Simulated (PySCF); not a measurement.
**Shifts of the heteroatoms**

Geometry (Å), atoms numbered from 1 in this order:
```xyz
16

C    -2.287    0.421   -0.637
C    -1.441   -0.782   -0.235
C    -0.019   -0.408    0.068
C     0.567   -0.647    1.320
N     1.822   -0.311    1.596
C     2.512    0.272    0.622
C     1.940    0.517   -0.628
N     0.686    0.181   -0.901
H    -1.838    0.923   -1.506
H    -3.311    0.117   -0.898
H    -2.348    1.155    0.182
H    -1.429   -1.513   -1.061
H    -1.878   -1.294    0.636
H    -0.011   -1.128    2.117
H     3.549    0.557    0.832
H     2.519    0.998   -1.424
```

Gas phase, relativity neglected, rapidly exchanging positions averaged, one conformer. B3LYP/pcJ-1 coupling constants (spin–dipole term only in couplings to heteroatoms); coordinates at the PBE0-D3(BJ)/def2-SVP level; shielding tensors at PBE0/pcSseg-1 (GIAO); PySCF 2.14.

Question: What are the 15N shifts?

Answer: 
```csv
atoms,environment,σ (ppm),δ (ppm)
N5,pyridine-type ring nitrogen,-116.9,-43.4
N8,pyridine-type ring nitrogen,-107.0,-52.5
```

Shieldings were converted by a linear fit to measured shifts: 15N: δ = -150.45 − 0.916σ (rms 7.2 ppm, 79 shifts vs CH3NO2, solution or neat liquid). A few per cent of atoms miss by over 2 rms, more outside the fitted compound classes. Couplings are scaled by factors fitted to measured values: 2J(H,H) × 0.91 (rms 0.6 Hz), 3J(H,H) × 0.91 (rms 0.4 Hz, 0.5 with 2 outliers); all others are unscaled and can be 10–30 % off.

Couplings (the largest are listed; each averaged over equivalent pairs): 2J(N5,H14) = -12.5 Hz, 2J(N5,H15) = -12.4 Hz, 2J(N8,H16) = -12.2 Hz, 2J(C2,N8) = -8.7 Hz, 2J(C6,N8) = 1.6 Hz, 2J(C4,N8) = 1.4 Hz, 2J(C3,N5) = 1.4 Hz, 2J(N5,C7) = 1.4 Hz, 3J(N8,H12) = -3.2 Hz, 3J(N5,N8) = 2.1 Hz, 3J(C1,N8) = -1.9 Hz, 3J(N8,H15) = -1.0 Hz. Signs are for 15N, whose magnetogyric ratio is negative.

On a 600 MHz spectrometer 15N resonates near 60.8 MHz, so 1 ppm is 60.8 Hz.
